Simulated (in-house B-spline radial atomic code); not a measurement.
Settings and results of a run for the ruthenium ion Ru³⁺. Method: scalar-relativistic (X2C) CAM-B3LYP, spin-polarised, spherical fractional occupations, Fermi nucleus of rms radius 4.4809 fm. Calculated with an all-electron radial atomic-structure program (B-spline basis).

Command:
```bash
python run_scf.py task.json out
```
Settings (nuclear radius in fm, mass in u):
```
Z                44
configuration    [Kr] 4d5
hamiltonian      x2c
method           camb3lyp
spin_polarised   True
nucleus          fermi
rms_radius       4.4809
atomic_mass      101.90434
speed_of_light   137.035999084
```

Output (hartree, bohr):
```
 radial grid: 69 intervals, B-splines of order 8, outer radius 28.1081 bohr

 iter        energy (Eh)    residual
    1       -4520.460303    4.96e-01
    2       -4525.667395    3.14e-01
    3       -4528.524018    8.03e-02
    4       -4528.671825    2.22e-02
    5       -4528.679978    1.05e-02
    6       -4528.682002    2.02e-03
    7       -4528.682037    4.33e-04
    8       -4528.682039    4.70e-05
    9       -4528.682039    3.09e-06
   10       -4528.682039    1.64e-07

 total energy                     -4528.68204
 kinetic                            4712.8353
 electron-nucleus                 -10903.9219
 Hartree                            1796.5350
 exact exchange                      -28.4635
 exchange-correlation               -105.6670

 orbital      occ     eigenvalue          <r>       <r^2>       <1/r>       r_max
 1s up      1.000      -808.7346     0.032917  0.00147392     47.5213      0.0211
 1s down    1.000      -808.7350     0.032917  0.00147391     47.5213      0.0211
 2s up      1.000      -118.0599     0.145201   0.0249184     10.6759      0.1228
 2s down    1.000      -118.0251     0.145184   0.0249128     10.6775      0.1228
 2p up      3.000      -105.8805     0.126745   0.0196404     10.0891       0.098
 2p down    3.000      -105.8518     0.126722   0.0196333     10.0907     0.09798
 3s up      1.000       -22.1718     0.402183    0.185323     3.66062      0.3615
 3s down    1.000       -22.1535     0.402113    0.185205     3.65994      0.3616
 3p up      3.000       -18.1464     0.402573     0.18854     3.43791      0.3548
 3p down    3.000       -18.1252     0.402436    0.188327      3.4375      0.3549
 3d up      5.000       -11.6571     0.383876    0.176452     3.19666      0.3009
 3d down    5.000       -11.6198      0.38393    0.176389     3.19501      0.3012
 4s up      1.000        -4.3611      1.01432     1.16398     1.35844      0.9146
 4s down    1.000        -4.1958      1.00962     1.15451     1.36848      0.9095
 4p up      3.000        -3.2168      1.11205     1.41182     1.21211      0.9803
 4p down    3.000        -3.0233      1.10878     1.40632     1.21927      0.9743
 4d up      5.000        -1.5513      1.42707      2.3888    0.922325       1.168
```

Time taken, with all properties: 1.9 s on 1 thread of Arm Neoverse V1, with other jobs on the host.

One-electron X2C: radii and densities carry no picture-change correction, so inner-shell <1/r> comes out high (for 1s by about 2 % at Z = 33, 5 % at 54, 10 % at 75, 30 % at 118) and <r> low.
